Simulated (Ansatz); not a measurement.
Reaction (substitution at a C–Ge bond): `[CH3][Ge]([NH2])([OH])[F]` + `[SiH3]O[SiH2]S` → `CS[SiH2]O[SiH3]` + `[NH2][GeH]([OH])[F]`

Computed with Ansatz on PBE0-D4/def2-TZVP structures; ΔE is electronic, products minus reactants. CCSD(T)/CBS adds triple-zeta CCSD(T) − MP2 to the extrapolated MP2 energy (def2 sets, frozen cores). Functionals use def2-TZVPP. B3LYP here is the variant with VWN-RPA as its local correlation; programs differ in this. For Ge outer-core shells are correlated without core-valence functions, which leaves a few kJ/mol of doubt a bond. Scalar relativity is left out up to krypton. Each species was taken in one conformer, which may not be the lowest.

Q: Is it downhill or uphill in electronic energy at CCSD(T)/CBS, and by how much? (Estimate.)

A: Computed: Uphill: ΔE = +0.59 eV.

Q: What do these levels give: PBE-D4, B3LYP-D4, ωB97X-V, B2PLYP, PBE, SCS-MP2/def2-TZVPP, CCSD(T)/def2-TZVPP, HF/def2-QZVPP, MP2/def2-QZVPP, SCS-MP2/def2-QZVPP, HF/CBS(def2), CCSD/CBS(def2)? (An estimate is asked.)

A: The calculation gave: PBE-D4 0.51, B3LYP-D4 0.53, ωB97X-V 0.55, B2PLYP 0.57, PBE 0.52, SCS-MP2/def2-TZVPP 0.58, CCSD(T)/def2-TZVPP 0.61, HF/def2-QZVPP 0.58, MP2/def2-QZVPP 0.60, SCS-MP2/def2-QZVPP 0.57, HF/CBS(def2) 0.58, CCSD/CBS(def2) 0.61 eV.

Largest T1 diagnostic among the species: 0.012.

From PBE to PBE0 (25 % exact exchange), in def2-TZVPP and without D4, ΔE moves by +0.03 eV.
